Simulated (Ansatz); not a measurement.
Basis-set series for CH$_{3}$PSSe (`PSC=[Se]`). Total charge 0; spin multiplicity 1. The structure was optimised at the PBE0-D4/def2-TZVP level. It is one conformer, not always the lowest.

Z-matrix (Å, degrees):
```
P
S 1 2.128
H 1 1.419 2 96.4
H 1 1.419 2 96.4 3 94.1
C 2 1.715 1 100.5 3 132.9
Se 5 1.760 2 123.5 1 179.9
H 5 1.090 2 114.7 1 -0.1
```

```csv
functional,basis,functions,energy (Eh),HOMO (eV),LUMO (eV)
PBE0-D4,def2-SVP,97,-3179.83498,-6.19,-2.28
PBE0-D4,def2-QZVPP,376,-3180.50950,-6.36,-2.48
ωB97M-V,def2-SVP,97,-3180.22841,-8.30,-0.18
ωB97M-V,def2-QZVPP,376,-3180.89961,-8.49,-0.48
```

Task: Give the rows for def2-TZVPP. (Estimate.)

Result: Ansatz gave: 
```tsv
functional	basis	functions	energy (Eh)	HOMO (eV)	LUMO (eV)
PBE0-D4	def2-TZVPP	205	-3180.43413	-6.33	-2.45
ωB97M-V	def2-TZVPP	205	-3180.82712	-8.46	-0.42
```

Scalar relativity is left out up to krypton.
